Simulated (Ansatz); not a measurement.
Computed with Ansatz on PBE0-D4/def2-TZVP structures; ΔE is electronic, products minus reactants. CCSD(T)/CBS adds triple-zeta CCSD(T) − MP2 to the extrapolated MP2 energy (def2 sets, frozen cores). This one scheme is used for every species. For Ge outer-core shells are correlated without core-valence functions, which leaves a few kJ/mol of doubt a bond. Scalar relativity is left out up to krypton. Each species was taken in one conformer, which may not be the lowest.

`C[SiH](N)[GeH2][NH2]` + `N[SiH2]N` → `N[SiH2][NH][GeH2][NH2]` + `C[SiH2]N`  (cleavage of the Ge–Si bond)

```tsv
level	ΔE (kJ/mol)
MP2/def2-TZVPP	-22.2
HF/def2-QZVPP	-36.0
```

Task: What does CCSD(T)/CBS give? (Best estimate.)

Result: The calculation gave: -14.8 kJ/mol. The listed levels differ from it by -7.4, -21.2 kJ/mol.

Largest T1 diagnostic among the species: 0.011.

In def2-TZVPP, CCSD(T) changes the Hartree–Fock value by +15.6 kJ/mol (the triples alone add +1.2 kJ/mol) and MP2 by +12.4 kJ/mol. From PBE to PBE0 (25 % exact exchange), in def2-TZVPP and without D4, ΔE moves by −5.2 kJ/mol.
